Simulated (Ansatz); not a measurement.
CHN (SMILES [C-]#[NH+]), charge 0, multiplicity 1, relaxed at each level with Ansatz (a program for electronic structure); harmonic frequencies from differences of analytic forces, average atomic masses, frozen cores.

| level | C1–N2 (Å) | N2–H3 (Å) | C1–N2–H3 (°) | dipole (D) |
|---|---|---|---|---|
| HF/def2-TZVPP | 1.1449 | 0.9821 | 180.0 | 2.97 |
| PBE/def2-TZVPP | 1.1757 | 1.0054 | 180.0 | 3.11 |
| r2SCAN/def2-TZVPP | 1.1670 | 0.9977 | 180.0 | 3.13 |
| B3LYP/def2-TZVPP | 1.1642 | 0.9969 | 180.0 | 3.08 |
| PBE0/def2-TZVPP | 1.1635 | 0.9964 | 180.0 | 3.10 |
| wB97X-V/def2-TZVPP | 1.1643 | 0.9976 | 180.0 | 3.09 |
| MP2/cc-pVTZ | 1.1762 | 0.9962 | 180.0 | 3.27 |
| CCSD(T)/cc-pVDZ | 1.1916 | 1.0075 | 180.0 | 3.06 |
| CCSD(T)/cc-pVTZ | 1.1755 | 0.9964 | 180.0 | 3.10 |
| CCSD(T)/cc-pVQZ | 1.1720 | 0.9961 | 180.0 | 3.10 |

Measured: equilibrium bond lengths H-N 0.9954, N-C 1.1685 Å [Piccardo et al., J. Phys. Chem. A 119, 2058 (2015), semi-experimental].
